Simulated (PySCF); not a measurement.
A run for PySCF: R-HF/STO-3G on ClGeH (SMILES [Cl][GeH]), a point of a bond scan (R = 2.168 Å).

```python
from pyscf import gto, scf, dft, mp
from pyscf.data.elements import chemcore

mol = gto.M(
    atom='''
    Ge    0.52862057   -0.16248943    0.50490017
    H     2.00246034   -0.46062818   -1.05634269
    Cl   -1.09036542    0.32841146   -0.91207233
    ''',
    basis='sto-3g',
    charge=0, spin=0, verbose=3, max_memory=1800)
mf = scf.RHF(mol)
mf.conv_tol = 1e-8
mf.max_cycle = 100
mf.kernel()
if not mf.converged:
    mf = mf.newton().run(mf.mo_coeff, mf.mo_occ)
```

**Question.** Predict the final total energy.

**Answer.** -2506.8185 hartree.
